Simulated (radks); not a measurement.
Q: Species: Se XV. Configuration: [Ar] 3d2. All-electron calculation, non-relativistic Kohn-Sham, PBE, spin-polarised, spherical densities, point nucleus; open shells are filled with parallel spins first. Program: a radial shooting solver on a logarithmic mesh with Libxc functionals. Some entries of the table are withheld. Estimate them.

| orbital | occ. | eigenvalue (hartree) | r(max) (bohr) | <1/r> (bohr^-1) |
|---|---|---|---|---|
| 1s up | 1 | -468.7066 | 0.02971 | 33.49 |
| 1s down | 1 | -468.7062 | 0.02971 | 33.49 |
| 2s up | 1 | -74.22674 | 0.1680 | 7.428 |
| 2s down | 1 | -74.09808 | 0.1679 | 7.438 |
| 2p up | 3 | -68.39740 | (1) | 7.395 |
| 2p down | 3 | -68.30366 | (2) | 7.403 |
| 3s up | 1 | -21.92879 | (3) | (4) |
| 3s down | 1 | -21.75933 | (5) | (6) |
| 3p up | 3 | -19.92137 | 0.4715 | 2.633 |
| 3p down | 3 | -19.74654 | 0.4724 | 2.621 |
| 3d up | 2 | -16.57198 | 0.3958 | 2.488 |
| 3d down | 0 | -16.36961 | 0.3976 | 2.478 |

A: 
(1) 2p up r(max) (bohr): 0.1333
(2) 2p down r(max) (bohr): 0.1332
(3) 3s up r(max) (bohr): 0.4857
(4) 3s up <1/r> (bohr^-1): 2.707
(5) 3s down r(max) (bohr): 0.4864
(6) 3s down <1/r> (bohr^-1): 2.695
